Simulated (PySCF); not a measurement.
## Assigning NMR signals

Geometry:
```tsv
atom	x (Å)	y (Å)	z (Å)
C1	3.798	-0.679	0.433
C2	2.703	0.329	0.212
O3	2.852	1.518	0.240
O4	1.537	-0.253	-0.035
Si5	0.132	0.526	-0.338
O6	-0.721	0.593	1.043
C7	-2.119	0.450	0.979
C8	-2.524	-0.736	0.112
C9	-2.019	-0.563	-1.316
O10	-0.619	-0.480	-1.370
H11	3.991	-1.195	-0.505
H12	4.701	-0.180	0.770
H13	3.473	-1.416	1.163
H14	0.283	1.845	-0.926
H15	-2.556	1.371	0.576
H16	-2.469	0.315	2.007
H17	-3.610	-0.835	0.108
H18	-2.079	-1.640	0.529
H19	-2.448	0.348	-1.751
H20	-2.311	-1.418	-1.933
```

[PySCF 2.14: GFN2-xTB structure; shielding tensors at PBE0/pcSseg-1 (GIAO); a single conformation; non-relativistic Hamiltonian; fast rotation and ring inversion assumed for equivalent nuclei; isolated molecule]

Shifts are taken against calculated references (same method and geometry level): TMS for 13C (σ = 186.93 ppm), 1H (σ = 31.72 ppm).

**Question.** Assign these signals to the numbered atoms. 13C{1H} NMR (computed): δ 174.9 (C), 67.1 (CH2), 35.7 (CH2), 24.6 (CH3).

**Answer.** 
| δ (ppm) | atoms | environment | reason |
| --- | --- | --- | --- |
| 174.9 | C2 | carbonyl carbon | – |
| 67.1 | C7/C9 | sp3 CH2 bonded to O | the inductive effect lowers its shielding |
| 35.7 | C8 | sp3 CH2 in a ring | aliphatic region, no heteroatom directly attached |
| 24.6 | C1 | methyl carbon α to a carbonyl | α to the electron-withdrawing carbonyl group |

**Question.** Assign these signals to the numbered atoms. 1H NMR (600 MHz, computed): δ 5.14 (s, 1H), 4.40 (m, 2H), 4.25 (m, 2H), 2.28 (m, 1H), 2.05 (s, 3H), 1.27 (m, 1H).

**Answer.** 
```tsv
δ (ppm)	atoms	environment	reason
5.14	H14	hydrogen on a silicon bonded to 3 O, in a 6-membered ring	–
4.40	H16/H20	hydrogen on an sp3 CH2 bonded to O	its carbon carries O, hence the downfield position
4.25	H15/H19	hydrogen on an sp3 CH2 bonded to O	–
2.28	H18	hydrogen on an sp3 CH2 in a ring	–
2.05	H11/H12/H13	hydrogen on a methyl carbon α to a carbonyl	α to C=O
1.27	H17	hydrogen on an sp3 CH2 in a ring	–
```

Shifts are as computed. Against solution values, carbons near 30 ppm lie about +3 ppm off and those near 130 ppm about +5 ppm. Of 1211 compounds with measured shifts, 218 miss one by over three times the rms of a fit or turn the order of signals round; such compounds aren't used in these exercises. No couplings were computed; multiplicities are counted from neighbouring protons, with m where these are inequivalent, close in shift, in a saturated or five-membered ring or joined by F or P, and br s for small geminal =CH2 splittings.
